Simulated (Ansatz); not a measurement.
Computed with Ansatz.

A structure relaxed at PBE0-D4/def2-TZVP, charge 0, multiplicity 1:

Cartesian coordinates in Å:
```
C -0.359 1.350 -1.076
C -1.085 0.475 -0.068
C -0.200 -0.596 0.567
Ga 0.504 -1.820 -0.846
C 0.929 -0.062 1.406
Cl 0.362 0.958 2.788
H -1.033 2.083 -1.526
H 0.463 1.904 -0.619
H 0.058 0.755 -1.901
H -1.510 1.108 0.719
H -1.932 -0.015 -0.559
H -0.827 -1.235 1.204
H 1.997 -2.318 -0.829
H -0.488 -2.302 -1.967
H 1.610 0.577 0.844
H 1.512 -0.862 1.862
```

Problem. Give its formula and SMILES.

Solution. C4H10ClGa, `CC[CH]([GaH2])CCl`.

Problem. Point group (tolerance 0.08 Å, 0.16 Å for H)?

Solution. C1.

Problem. Summarise the bond lengths by kind.

Solution. 3 × C–C 1.505 to 1.528 Å; 8 × C–H 1.089 to 1.099 Å; 1 × C–Ga 1.997 Å; 2 × Ga–H 1.572 to 1.574 Å; 1 × C–Cl 1.809 Å.
